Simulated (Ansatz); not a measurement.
Breaking a bond: SMILES CC1(C)OBOC1(C)C, singlet. The C1–C19 bond (C1 also carries C, C, O; C19 carries H, H, H) is pulled apart rigidly from the PBE0/def2-SVP optimised geometry.

Methods: RKS-PBE = restricted PBE/def2-SVP (Ansatz, a quantum-chemistry and plane-wave program); UKS-PBE = Ansatz with unrestricted PBE/def2-SVP; RKS-PBE0 = restricted PBE0/def2-SVP in Ansatz; UKS-PBE0 = unrestricted PBE0/def2-SVP (Ansatz).

Energies relative to the lowest point of each curve near equilibrium, in kJ/mol; the last columns give the difference from UKS-PBE0:

```tsv
R / Å	RKS-PBE	UKS-PBE	RKS-PBE0	UKS-PBE0	RKS-PBE − UKS-PBE0	UKS-PBE − UKS-PBE0	RKS-PBE0 − UKS-PBE0
1.25	179.3	179.3	174.0	174.0	5.3	5.3	0.0
1.34	70.5	70.5	65.8	65.8	4.7	4.7	0.0
1.45	11.2	11.2	8.8	8.8	2.4	2.4	0.0
1.48	4.6	4.6	3.0	3.0	1.6	1.6	0.0
1.53	0.0	0.0	0.0	0.0	0.0	0.0	0.0
1.57	1.1	1.1	2.5	2.5	-1.4	-1.4	0.0
1.65	12.6	12.6	17.0	17.0	-4.5	-4.5	0.0
1.73	32.5	32.5	40.4	40.4	-7.9	-7.9	0.0
1.86	74.6	74.6	88.4	88.4	-13.8	-13.8	0.0
2.01	128.6	128.6	149.7	149.7	-21.1	-21.1	0.0
2.23	205.6	205.6	237.2	237.2	-31.6	-31.6	0.0
2.51	289.3	289.3	333.6	333.5	-44.2	-44.2	0.1
2.81	358.6	358.5	415.0	391.7	-33.1	-33.2	23.3
3.18	419.5	402.2	488.9	419.2	0.4	-17.0	69.7
3.76	478.1	423.5	563.5	431.9	46.2	-8.4	131.6
4.47	515.5	430.3	615.0	435.7	79.7	-5.4	179.3
```

RKS-PBE is furthest from UKS-PBE0 at 4.47 (79.7 kJ/mol, above); its mean absolute difference over the points is 18.6 kJ/mol.

UKS-PBE is furthest from UKS-PBE0 at 2.51 (-44.2 kJ/mol, below); its mean absolute difference over the points is 12.7 kJ/mol.

RKS-PBE0 is furthest from UKS-PBE0 at 4.47 (179.3 kJ/mol, above); its mean absolute difference over the points is 25.2 kJ/mol.

The restricted form behind RKS-PBE, RKS-PBE0 keeps the bonding electrons paired and can't separate into open-shell fragments. The unrestricted determinant behind UKS-PBE is spin-contaminated at 2.81 to 4.47 Å (<S²> up to 1.0, against 0.00 for a pure singlet). The unrestricted determinant behind UKS-PBE0 is spin-contaminated at 2.51 to 4.47 Å (<S²> up to 1.0, against 0.00 for a pure singlet).
